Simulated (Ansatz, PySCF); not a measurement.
Cl₃Sc, SMILES [Cl][Sc]([Cl])[Cl] (connectivity only; charge and spin as stated), charge -1, multiplicity 2. Atoms are numbered in the order given.

```xyz
4

Sc     0.0000     0.0000     0.0000
Cl     2.3956     0.0000     0.0000
Cl    -1.1978    -2.0746     0.0000
Cl    -1.1978     2.0746     0.0000
```
Charge -1, spin multiplicity 2.

Geometry: PBE0-D3(BJ)/def2-SVPD. The spin state was assumed, not searched. The isomer is the one that the SMILES or the coordinates give; other isomers of the formula were not compared.

Two levels are set side by side: PBE-D3(BJ)/def2-SVPD (Ansatz, a quantum-chemistry and plane-wave program) and PBE0-D3(BJ)/def2-SVPD (Ansatz). Each level has its own optimised geometry; the coordinates shown are those of the second. Frequencies come from the Hessian of PySCF at each geometry. Differences are taken from unrounded values.

```tsv
quantity	PBE0-D3(BJ)	PBE-D3(BJ)	PBE-D3(BJ) minus PBE0-D3(BJ)
mean bond length (Å)	2.396	2.387	-0.008
bond Sc1–Cl2 (Å)	2.396	2.387	-0.008
bond Sc1–Cl3 (Å)	2.396	2.387	-0.008
bond Sc1–Cl4 (Å)	2.396	2.387	-0.008
highest harmonic wavenumber (cm⁻¹)	370	366	-3
mean harmonic wavenumber (cm⁻¹)	208	204	-4
zero-point energy (kcal/mol)	1.78	1.75	-0.03
```

Here PBE gives about what the other level gives.
